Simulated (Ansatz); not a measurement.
Basis sets compared for the cluster Cs4F3 (the lowest doublet isomer of a short search). Charge 0, multiplicity 2. Geometry PBE-D4/def2-SVP. Ansatz on 4 threads of Arm Neoverse V2 on a shared host; times are rough, and most runs start from earlier orbitals.

```
atom    x (Å)    y (Å)    z (Å)
 Cs1   0.2722   0.2815   2.8196
 Cs2  -0.1977  -2.1255  -0.5770
 Cs3  -2.2745   1.5044  -0.8036
 Cs4   2.2779   1.1813  -1.2118
  F5  -0.1668   0.2462  -2.0055
  F6   1.7647  -0.6637   0.7367
  F7  -1.6757  -0.4242   1.0415
```

In the def2 sets Cs takes a core potential; there is no spin–orbit coupling. The structure comes from a short search, and lower isomers may exist.

Binding counts from free atoms (Cs doublet, F doublet) in the same basis, without a counterpoise term.

```tsv
level	functions	energy (Eh)	HOMO (eV)	LUMO (eV)	binding per atom (eV)	wall time
PBE-D4/def2-SVP	138	-379.9478	-1.67	-1.31	2.88	6 s
PBE0-D4/def2-SVP	138	-379.9110	-1.90	-0.78	2.74	9 s
```

Problem. Estimate the rows for PBE-D4/def2-TZVP (with forces), PBE0-D4/def2-TZVP.

Solution. 
```tsv
level	functions	energy (Eh)	HOMO (eV)	LUMO (eV)	binding per atom (eV)	wall time
PBE-D4/def2-TZVP (with forces)	209	-380.3357	-1.66	-1.25	2.88	9 s
PBE0-D4/def2-TZVP	209	-380.2949	-1.90	-0.72	2.75	12 s
```
